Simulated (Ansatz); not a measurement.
A trace of molecular dynamics of CH7ClOSi2 (12 atoms, charge 0, multiplicity 1).

These are results of RKS BHLYP/STO-3G in Ansatz, not measurements.

```yaml
ensemble: NVE (velocity Verlet)
starting_velocities_drawn_for: 1000 K
seed: 62681
```

```json
{"time (fs)": "0", "T (K)": "1000", "potential energy less start (eV)": "0.000", "conserved less start (meV/atom)": "0.00"}
{"time (fs)": "8", "T (K)": "1067", "potential energy less start (eV)": "5.893", "conserved less start (meV/atom)": "498.29"}
{"time (fs)": "16", "T (K)": "2664703", "potential energy less start (eV)": "66.871", "conserved less start (meV/atom)": "292497.79"}
{"time (fs)": "24", "T (K)": "5863059", "potential energy less start (eV)": "57.394", "conserved less start (meV/atom)": "636224.29"}
{"time (fs)": "32", "T (K)": "5861410", "potential energy less start (eV)": "60.793", "conserved less start (meV/atom)": "636329.83"}
{"time (fs)": "40", "T (K)": "5887656", "potential energy less start (eV)": "69.693", "conserved less start (meV/atom)": "639898.67"}
{"time (fs)": "48", "T (K)": "5978000", "potential energy less start (eV)": "71.474", "conserved less start (meV/atom)": "649778.65"}
{"time (fs)": "56", "T (K)": "5976859", "potential energy less start (eV)": "72.942", "conserved less start (meV/atom)": "649778.08"}
{"time (fs)": "64", "T (K)": "5976434", "potential energy less start (eV)": "73.473", "conserved less start (meV/atom)": "649776.64"}
{"time (fs)": "72", "T (K)": "5976173", "potential energy less start (eV)": "73.802", "conserved less start (meV/atom)": "649775.93"}
{"time (fs)": "80", "T (K)": "5975957", "potential energy less start (eV)": "74.085", "conserved less start (meV/atom)": "649776.21"}
{"time (fs)": "88", "T (K)": "5975974", "potential energy less start (eV)": "74.062", "conserved less start (meV/atom)": "649776.04"}
{"time (fs)": "96", "T (K)": "5976120", "potential energy less start (eV)": "73.868", "conserved less start (meV/atom)": "649775.65"}
{"time (fs)": "104", "T (K)": "5976144", "potential energy less start (eV)": "73.843", "conserved less start (meV/atom)": "649776.20"}
{"time (fs)": "112", "T (K)": "5976076", "potential energy less start (eV)": "73.924", "conserved less start (meV/atom)": "649775.64"}
{"time (fs)": "120", "T (K)": "5975887", "potential energy less start (eV)": "74.173", "conserved less start (meV/atom)": "649776.05"}
{"time (fs)": "128", "T (K)": "5975837", "potential energy less start (eV)": "74.240", "conserved less start (meV/atom)": "649776.17"}
{"time (fs)": "136", "T (K)": "5975994", "potential energy less start (eV)": "74.031", "conserved less start (meV/atom)": "649775.69"}
{"time (fs)": "144", "T (K)": "5976084", "potential energy less start (eV)": "73.919", "conserved less start (meV/atom)": "649776.06"}
{"time (fs)": "152", "T (K)": "5976064", "potential energy less start (eV)": "73.942", "conserved less start (meV/atom)": "649775.78"}
{"time (fs)": "160", "T (K)": "5975910", "potential energy less start (eV)": "74.142", "conserved less start (meV/atom)": "649775.87"}
```

Q: Can this run be trusted? Judge the integration.

A: The conserved energy changed by up to 650000 meV per atom, so the integration failed: the time step of 4 fs is too long for the fastest motions that this run met, and the later frames carry no physical meaning.

Time of the run: 8.6 min on 1 thread of Intel(R) Xeon(R) Platinum 8559C (Emerald Rapids) (shared host), peak memory 0.17 GiB.
